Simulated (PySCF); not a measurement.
Computed with PySCF with PBE-D3(BJ)/def2-TZVP // B3LYP-D3(BJ)/def2-SVP. All species are isolated molecules in the gas phase. One relaxed conformer stands for a flexible species; it need not be the lowest. 

Reference species (SMILES): `C[O][SnH]([O]C)[O]C` (neutral, multiplicity 1).

```json
{
 "HOMO–LUMO gap": "4.13 eV",
 "HOMO": "-6.17 eV"
}
```

Changed species: `C[O][Sn]([O]C)([O]C)[O]C` (0 of 4 OCH3 replaced by H; the reference has 1 of 4 OCH3 replaced by H).

**Question.** Predict the effect on the HOMO–LUMO gap and HOMO.

**Answer.** the HOMO–LUMO gap falls by 0.55 eV, to 3.58 eV; the HOMO falls by 0.16 eV, to -6.33 eV.
